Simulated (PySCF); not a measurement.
Cl4Sb (SMILES [Cl][Sb]([Cl])([Cl])[Cl]), doublet, at a GFN2-xTB geometry (the spin is typed, not shown lowest) (all electrons, no relativity); B3LYP/STO-3G (PySCF).

The PySCF input:
```python
from pyscf import gto, scf, dft

mol = gto.M(
    atom='''
Sb    0.03902479   -0.31322280   -0.15607282
Cl    2.32544877    0.11868252   -1.11471006
Cl    0.60640938    0.40474219    1.98899331
Cl   -0.86672361    1.68460561   -0.94791198
Cl   -2.18220890   -1.26836192    0.54184720
''',
    basis='sto-3g',
    spin=1,
    verbose=4,
)

mf = dft.UKS(mol)
mf.xc = 'b3lyp'
mf.diis = False
mf.max_cycle = 100
mf.kernel()
```

Problem. Write the output that PySCF gives for this input, abridged.

Solution. 
```
PySCF version 2.14.0

[INPUT] verbose = 4
[INPUT] num. atoms = 5
[INPUT] num. electrons = 119
[INPUT] charge = 0
[INPUT] spin (= nelec alpha-beta = 2S) = 1
[INPUT] symmetry False subgroup None
[INPUT] Mole.unit = angstrom
[INPUT] Symbol           X                Y                Z      unit          X                Y                Z       unit  Magmom
[...]
nuclear repulsion = 1003.90278977001
number of shells = 31
number of NR pGTOs = 189
number of NR cGTOs = 63
basis = sto-3g
ecp = {}

******** <class 'pyscf.dft.uks.UKS'> ********
method = UKS
initial guess = minao
damping factor = 0
level_shift factor = 0
DIIS disabled
SCF conv_tol = 1e-09
SCF conv_tol_grad = None
SCF max_cycles = 100
direct_scf = True
direct_scf_tol = 1e-13
number electrons alpha = 60  beta = 59
XC library pyscf.dft.libxc version 7.1.2
    S. Lehtola, C. Steigemann, M. J. T. Oliveira, and M. A. L. Marques,  SoftwareX 7, 1–5 (2018)
XC functionals = b3lyp
    P. J. Stephens, F. J. Devlin, C. F. Chabalowski, and M. J. Frisch,  J. Phys. Chem. 98, 11623 (1994)
radial grids:
    Treutler-Ahlrichs [JCP 102, 346 (1995); DOI:10.1063/1.469408] (M4) radial grids

becke partition: Becke, JCP 88, 2547 (1988); DOI:10.1063/1.454033
pruning grids: <function nwchem_prune>
grids dens level: 3
symmetrized grids: False
atomic radii adjust function: <function treutler_atomic_radii_adjust>
small_rho_cutoff = 0
Set gradient conv threshold to 3.16228e-05
tot grids = 97480
init E= -8055.23769131987

cycle= 1 E= -8074.26986714696  delta_E=  -19  |g|= 0.13  |ddm|= 2.34
cycle= 2 E= -8074.27500983716  delta_E= -0.00514  |g|= 0.0451  |ddm|= 0.315
cycle= 3 E= -8074.27492458968  delta_E= 8.52e-05  |g|= 0.0456  |ddm|= 0.269
cycle= 4 E= -8074.27455622084  delta_E= 0.000368  |g|= 0.0494  |ddm|= 0.283
cycle= 5 E= -8074.27434689846  delta_E= 0.000209  |g|= 0.0504  |ddm|= 0.293
cycle= 6 E= -8074.27387888401  delta_E= 0.000468  |g|= 0.0546  |ddm|= 0.306
cycle= 7 E= -8074.27361101646  delta_E= 0.000268  |g|= 0.0557  |ddm|= 0.319
cycle= 8 E= -8074.27302744206  delta_E= 0.000584  |g|= 0.0604  |ddm|= 0.334
cycle= 9 E= -8074.27270195301  delta_E= 0.000325  |g|= 0.0615  |ddm|= 0.35
cycle= 10 E= -8074.27197607539  delta_E= 0.000726  |g|= 0.0669  |ddm|= 0.367
cycle= 11 E= -8074.27159124685  delta_E= 0.000385  |g|= 0.0679  |ddm|= 0.385
cycle= 12 E= -8074.27068780564  delta_E= 0.000903  |g|= 0.074  |ddm|= 0.404
cycle= 13 E= -8074.27024104702  delta_E= 0.000447  |g|= 0.0749  |ddm|= 0.424
[...]
cycle= 69 E= -8069.84762925058  delta_E= -0.000633  |g|= 1.62  |ddm|= 5.57
cycle= 70 E= -8069.84725360531  delta_E= 0.000376  |g|= 1.62  |ddm|= 5.57
cycle= 71 E= -8069.84747638198  delta_E= -0.000223  |g|= 1.62  |ddm|= 5.57
cycle= 72 E= -8069.84734409108  delta_E= 0.000132  |g|= 1.62  |ddm|= 5.57
cycle= 73 E= -8069.84742273556  delta_E= -7.86e-05  |g|= 1.62  |ddm|= 5.57
cycle= 74 E= -8069.8473758631  delta_E= 4.69e-05  |g|= 1.62  |ddm|= 5.57
cycle= 75 E= -8069.84740390569  delta_E= -2.8e-05  |g|= 1.62  |ddm|= 5.57
cycle= 76 E= -8069.84738701765  delta_E= 1.69e-05  |g|= 1.62  |ddm|= 5.57
cycle= 77 E= -8069.84739729585  delta_E= -1.03e-05  |g|= 1.62  |ddm|= 5.57
cycle= 78 E= -8069.84739093365  delta_E= 6.36e-06  |g|= 1.62  |ddm|= 5.57
cycle= 79 E= -8069.84739497554  delta_E= -4.04e-06  |g|= 1.62  |ddm|= 5.57
cycle= 80 E= -8069.84739230841  delta_E= 2.67e-06  |g|= 1.62  |ddm|= 5.57
cycle= 81 E= -8069.84739416099  delta_E= -1.85e-06  |g|= 1.62  |ddm|= 5.57
cycle= 82 E= -8069.84739279094  delta_E= 1.37e-06  |g|= 1.62  |ddm|= 5.57
cycle= 83 E= -8069.84739387506  delta_E= -1.08e-06  |g|= 1.62  |ddm|= 5.57
cycle= 84 E= -8069.84739296033  delta_E= 9.15e-07  |g|= 1.62  |ddm|= 5.57
cycle= 85 E= -8069.84739377468  delta_E= -8.14e-07  |g|= 1.62  |ddm|= 5.57
cycle= 86 E= -8069.84739301989  delta_E= 7.55e-07  |g|= 1.62  |ddm|= 5.57
cycle= 87 E= -8069.84739373945  delta_E= -7.2e-07  |g|= 1.62  |ddm|= 5.57
cycle= 88 E= -8069.84739304071  delta_E= 6.99e-07  |g|= 1.62  |ddm|= 5.57
cycle= 89 E= -8069.84739372703  delta_E= -6.86e-07  |g|= 1.62  |ddm|= 5.57
cycle= 90 E= -8069.84739304804  delta_E= 6.79e-07  |g|= 1.62  |ddm|= 5.57
cycle= 91 E= -8069.84739372271  delta_E= -6.75e-07  |g|= 1.62  |ddm|= 5.57
cycle= 92 E= -8069.84739305062  delta_E= 6.72e-07  |g|= 1.62  |ddm|= 5.57
cycle= 93 E= -8069.84739372112  delta_E= -6.71e-07  |g|= 1.62  |ddm|= 5.57
cycle= 94 E= -8069.84739305151  delta_E= 6.7e-07  |g|= 1.62  |ddm|= 5.57
cycle= 95 E= -8069.84739372062  delta_E= -6.69e-07  |g|= 1.62  |ddm|= 5.57
cycle= 96 E= -8069.84739305183  delta_E= 6.69e-07  |g|= 1.62  |ddm|= 5.57
cycle= 97 E= -8069.84739372041  delta_E= -6.69e-07  |g|= 1.62  |ddm|= 5.57
cycle= 98 E= -8069.84739305196  delta_E= 6.68e-07  |g|= 1.62  |ddm|= 5.57
cycle= 99 E= -8069.84739372036  delta_E= -6.68e-07  |g|= 1.62  |ddm|= 5.57
cycle= 100 E= -8069.84739305199  delta_E= 6.68e-07  |g|= 1.62  |ddm|= 5.57
SCF not converged.
SCF energy = -8069.84739305199 after 100 cycles  <S^2> = 0.75790592  2S+1 = 2.0078904
```

Convergence was not reached.
